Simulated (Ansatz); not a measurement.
Cu₂Te₂. The state is a triplet with charge 0. Geometry PBE-D4/def2-SVP; atoms count from 1.

```xyz
4

Cu   -1.047   -0.688    0.260
Cu    1.049    0.686   -0.258
Te   -0.452    1.297    1.609
Te    0.450   -1.295   -1.612
```

In the def2 sets Te takes a core potential; there is no spin–orbit coupling. The structure comes from a short search, and lower isomers may exist.

**Question.** Estimate the Mulliken populations from the PBE0/def2-TZVP orbitals of Ansatz.

**Answer.** 
| atom | charge (e) | spin (α − β) | d electrons |
| --- | --- | --- | --- |
| Cu1 | 0.15 | 0.11 | 9.81 |
| Cu2 | 0.15 | 0.11 | 9.81 |
| Te3 | -0.15 | 0.89 | – |
| Te4 | -0.15 | 0.89 | – |
Mulliken values and Mayer orders depend strongly on the basis.

**Question.** Where does the spin sit?

**Answer.** Summed by element: Cu 0.21, Te 1.79, of 2 unpaired in all. Largest on single atoms: Te3 0.89, Te4 0.89, Cu1 0.11.

**Question.** And the Mayer bond orders between bonded heavy atoms (over 0.3)?

**Answer.** Cu1–Te3 0.87 (2.47 Å); Cu1–Te4 0.87 (2.47 Å); Cu2–Te3 0.87 (2.47 Å); Cu2–Te4 0.87 (2.47 Å). Values over 0.3 also appear between atoms too far apart for a bond (Te3–Te4 0.46 at 4.23 Å); they arise where an orbital or an unpaired electron spreads over both atoms.
